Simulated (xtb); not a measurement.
C$_{2}$H$_{8}$GaN, singlet, at a GFN2-xTB geometry (such geometries of metal compounds can be far from the true shape); GFN1-xTB (xtb 6.7.1).

xtb was given this input:
```
$ xtb mol.xyz --gfn 1 --acc 0.0001 --json

# file mol.xyz
12

Ga    -0.00709451     0.00460620    -0.00714112
C     -1.47199618    -1.39543412    -0.17665421
H     -1.03944064    -2.37467805    -0.39585468
H     -2.17872222    -1.14504898    -0.97070797
H     -2.02896157    -1.48152489     0.75972005
C      0.13033080     1.80004736    -0.94945224
H      0.26125667     1.66657442    -2.02620221
H      0.98208639     2.36703510    -0.56726568
H     -0.77564079     2.39282419    -0.80161230
N      1.35270193    -0.41356163     1.13700129
H      2.15140436     0.17015384     1.35088087
H      1.42902616    -1.27087592     1.67004633
```

What the program printed (banner, timings and long lists left out):

```
   ID    Z sym.   atoms
    1   31 Ga     1
    2    6 C      2, 6
    3    1 H      3-5, 7-9, 11, 12
    4    7 N      10

           -------------------------------------------------
          |                Calculation Setup                |
           -------------------------------------------------

           -------------------------------------------------
          |                 G F N 1 - x T B                 |
           -------------------------------------------------

          ...................................................
          :                      SETUP                      :
          :.................................................:
          :  # basis functions                  38          :
          :  # atomic orbitals                  37          :
          :  # shells                           25          :
          :  # electrons                        24          :
          :  # halogen bonds                     0          :
          :  max. iterations                   250          :
          :  Hamiltonian                  GFN1-xTB          :
          :  restarted?                      false          :
          :  GBSA solvation                  false          :
          :  PC potential                    false          :
          :  electronic temp.          300.0000000     K    :
          :  accuracy                    0.0001000          :
          :  -> integral cutoff          0.6500000E+02      :
          :  -> integral neglect         0.1000000E-11      :
          :  -> SCF convergence          0.1000000E-09 Eh   :
          :  -> wf. convergence          0.2000000E-08 e    :
          :  Broyden damping             0.4000000          :
          :  net charge                          0          :
          :  unpaired electrons                  0          :
          ...................................................

 iter      E             dE          RMSdq      gap      omega  full diag
   1    -13.1798618 -0.131799E+02  0.719E+00    4.93       0.0  T
   2    -13.1909897 -0.111279E-01  0.441E+00    5.59       1.0  T
   3    -13.1912066 -0.216851E-03  0.380E-01    5.38       1.0  T
   4    -13.1917287 -0.522131E-03  0.118E-01    5.54       1.0  T
   5    -13.1917600 -0.313230E-04  0.289E-03    5.53      10.0  T
   6    -13.1917602 -0.157444E-06  0.181E-03    5.52      16.0  T
   7    -13.1917602 -0.870470E-08  0.600E-04    5.52      48.1  T
[...]
         :: total energy             -13.038952682509 Eh    ::
[...]
                  HL-Gap            0.2029932 Eh            5.5237 eV
             Fermi-level           -0.2804691 Eh           -7.6320 eV

  Mulliken/CM5 charges         n(s)   n(p)   n(d)
     1Ga    0.38266  0.41221   1.267  1.086  0.264
     2C    -0.21430 -0.35056   1.012  3.202  0.000
     3H     0.04083  0.09274   0.959  0.000  0.000
     4H     0.03418  0.08569   0.966  0.000  0.000
     5H     0.04074  0.09250   0.959  0.000  0.000
     6C    -0.21314 -0.34938   1.012  3.201  0.000
     7H     0.03839  0.08993   0.962  0.000  0.000
     8H     0.04040  0.09259   0.960  0.000  0.000
     9H     0.03727  0.08879   0.963  0.000  0.000
    10N    -0.57951 -1.02190   1.433  4.147  0.000
    11H     0.19623  0.38370   0.804  0.000  0.000
    12H     0.19625  0.38368   0.804  0.000  0.000

Wiberg/Mayer (AO) data.
largest (>0.10) Wiberg bond orders for each atom

 ---------------------------------------------------------------------------
     #   Z sym  total        # sym  WBO       # sym  WBO       # sym  WBO
 ---------------------------------------------------------------------------
     1  31 Ga   3.145 --    10 N    1.090     6 C    0.877     2 C    0.876
     2   6 C    3.938 --     4 H    0.956     3 H    0.949     5 H    0.947
                             1 Ga   0.876     6 C    0.125
     3   1 H    1.001 --     2 C    0.949
     4   1 H    1.002 --     2 C    0.956
     5   1 H    1.001 --     2 C    0.947
     6   6 C    3.938 --     8 H    0.954     9 H    0.950     7 H    0.948
                             1 Ga   0.877     2 C    0.125
     7   1 H    1.001 --     6 C    0.948
     8   1 H    1.000 --     6 C    0.954
     9   1 H    1.002 --     6 C    0.950
    10   7 N    3.090 --     1 Ga   1.090    11 H    0.926    12 H    0.926
    11   1 H    0.963 --    10 N    0.926
    12   1 H    0.963 --    10 N    0.926
 ---------------------------------------------------------------------------

Topologies differ in total number of bonds
Writing topology from bond orders to xtbtopo.mol

 dipole moment from electron density (au)
     X       Y       Z
   0.1473  -0.0470   0.1315  total (Debye):    0.516

           -------------------------------------------------
          | TOTAL ENERGY              -13.038952682509 Eh   |
          | GRADIENT NORM               0.027609479786 Eh/α |
          | HOMO-LUMO GAP               5.523726897094 eV   |
           -------------------------------------------------

normal termination of xtb
```
